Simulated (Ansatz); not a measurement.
Geometry optimisation, RKS r2SCAN-D4/6-31G* in Ansatz.

Input:

```yaml
crystal:
  periodic: [false, false, false]
  atoms:
    - { symbol: C, position_ang: [-0.3848, 0.9854, -0.4201] }
    - { symbol: S, position_ang: [0.2015, 0.5016, 1.1882] }
    - { symbol: B, position_ang: [0.4548, -1.2799, 0.6377] }
    - { symbol: F, position_ang: [-0.72872, -2.24311, 0.7828] }
    - { symbol: H, position_ang: [0.341, 0.8757, -1.2337] }
    - { symbol: H, position_ang: [-0.6914, 2.124, -0.3861] }
    - { symbol: H, position_ang: [-1.3212, 0.4583, -0.6861] }
    - { symbol: H, position_ang: [1.40699, -1.62545, 0.16015] }
basis:
  gaussian: { orbitals: "6-31G*" }
hamiltonian:
  xc: r2scan
  dispersion: d4
relax:
  f_tol: 0.015
  max_steps: 40
```

Command:

```bash
$ ansatz run input.yaml --threads 1 --pin off --max-ram 2048MiB --backend cpu --events-out ev --progress --plain --runs-dir out
```

Q: Where does it end, and by what steps?

A: The forces met the threshold. The force dipped under the threshold on the way, but the program's further checks kept it going. After 28 steps the energy has fallen by 1.537 eV; F4 moved furthest, 1.32 Å.

| step | energy less start (eV) | largest force component (eV/Å) | accepted |
| --- | --- | --- | --- |
| 0 | 0.0000 | 5.624 | yes |
| 1 | -0.7126 | 2.686 | yes |
| 2 | -0.6887 | 2.169 | no |
| 3 | -0.8878 | 0.384 | yes |
| 4 | -0.9013 | 0.114 | yes |
| 5 | -0.9095 | 0.146 | yes |
| 6 | -0.9272 | 0.457 | yes |
| 7 | -0.9729 | 1.280 | yes |
| 8 | -1.1578 | 0.880 | yes |
| 9 | -1.3041 | 0.702 | yes |
| 10 | -1.3810 | 1.249 | yes |
| 11 | -1.4882 | 0.516 | yes |
| 12 | -1.5220 | 0.444 | yes |
| 13 | -1.5279 | 0.160 | yes |
| 14 | -1.5245 | 0.275 | no |
| 15 | -1.5323 | 0.040 | yes |
| 16 | -1.5327 | 0.032 | yes |
| 17 | -1.5314 | 0.246 | no |
| 18 | -1.5340 | 0.023 | yes |
| 19 | -1.5346 | 0.118 | yes |
| 20 | -1.5096 | 0.546 | no |
| 21 | -1.5360 | 0.009 | yes |
| 22 | -1.5365 | 0.021 | yes |
| 23 | -1.5366 | 0.075 | yes |
| 24 | -1.5369 | 0.031 | yes |
| 25 | -1.5370 | 0.011 | yes |
| 26 | -1.5370 | 0.021 | yes |
| 27 | -1.5369 | 0.030 | no |
| 28 | -1.5370 | 0.005 | yes |

```xyz
8
Properties=species:S:1:pos:R:3
C -0.441 1.065 -0.519
S -0.809 0.027 0.942
B 0.304 -1.361 0.696
F 0.301 -2.337 1.598
H 0.330 0.596 -1.135
H -0.093 2.044 -0.181
H -1.353 1.189 -1.108
H 1.039 -1.427 -0.250
```

Whether the end is a true minimum wasn't checked by a vibrational analysis.

Time of the run: 57 s on 1 thread of Intel(R) Xeon(R) 6975P-C (Granite Rapids) (shared host), peak memory 0.18 GiB.
